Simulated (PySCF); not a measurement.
C4H8BN. Atoms are numbered in the order given.

```xyz
14

C      2.3332    -0.2326     1.2614
C      1.5988    -0.2075     0.2819
C      0.6798    -0.1576    -0.8477
B     -0.8292     0.1292    -0.3609
C     -1.5565    -0.8832     0.6110
N     -1.4706     1.2877    -0.8251
H      2.9924    -0.2592     2.1166
H      1.0249     0.6017    -1.5845
H      0.6959    -1.1370    -1.3793
H     -2.5740    -0.5707     0.9220
H     -1.6383    -1.8859     0.1377
H     -0.9434    -1.0333     1.5250
H     -1.0269     1.9709    -1.4401
H     -2.4227     1.5395    -0.5568
```
Charge 0, spin multiplicity 1.

The structure is a stationary point at PBE-D3(BJ)/def2-SVP. This is a generated structure with no PubChem entry under its InChIKey; it may be hypothetical. One conformer was computed; it need not be the lowest.

Calculation: PySCF with TDDFT-M06-2X/def2-SVPD.

Vertical excitations. Gas-phase values at a fixed geometry.

```tsv
state	energy (eV)	λ (nm)	f	main pairs
S1	5.77	215	0.000	HOMO→LUMO+5 18 %, HOMO→LUMO+4 16 %, HOMO−1→LUMO+1 15 %, HOMO→LUMO+3 9 %
S2	6.62	187	0.021	HOMO→LUMO+1 52 %, HOMO→LUMO 18 %
S3	6.78	183	0.000	HOMO−1→LUMO+1 28 %, HOMO→LUMO 18 %, HOMO→LUMO+2 10 %, HOMO→LUMO+4 9 %
S4	6.85	181	0.001	HOMO→LUMO 49 %, HOMO→LUMO+3 10 %, HOMO−1→LUMO+1 8 %
S5	7.11	174	0.010	HOMO−1→LUMO 70 %, HOMO−1→LUMO+2 15 %
S6	7.30	170	0.014	HOMO→LUMO+6 14 %, HOMO→LUMO+1 14 %, HOMO→LUMO+8 10 %, HOMO−3→LUMO+1 10 %
S7	7.42	167	0.027	HOMO−2→LUMO 87 %
S8	7.67	162	0.037	HOMO→LUMO+2 60 %, HOMO→LUMO+3 11 %
S9	7.89	157	0.020	HOMO−1→LUMO+2 31 %, HOMO−1→LUMO+1 30 %, HOMO−1→LUMO 15 %, HOMO−1→LUMO+4 9 %
S10	8.03	154	0.015	HOMO−1→LUMO+2 22 %, HOMO−1→LUMO+3 21 %, HOMO−1→LUMO+6 19 %, HOMO−1→LUMO+8 9 %
T1	5.40	229	0	HOMO→LUMO+1 22 %, HOMO−1→LUMO+5 14 %, HOMO−1→LUMO+4 11 %, HOMO→LUMO+6 10 %
T2	5.86	211	0	HOMO→LUMO+5 22 %, HOMO→LUMO+4 19 %, HOMO→LUMO+3 11 %, HOMO−1→LUMO+1 10 %
T3	6.24	199	0	HOMO→LUMO+1 30 %, HOMO−1→LUMO+5 17 %, HOMO−1→LUMO+4 13 %, HOMO−1→LUMO+3 8 %
T4	6.32	196	0	HOMO−1→LUMO+1 34 %, HOMO−1→LUMO+6 11 %, HOMO−1→LUMO+8 10 %, HOMO→LUMO+5 8 %
```
Triplets are in the Tamm–Dancoff approximation, which puts them higher than full response would, so one can lie above its singlet here.
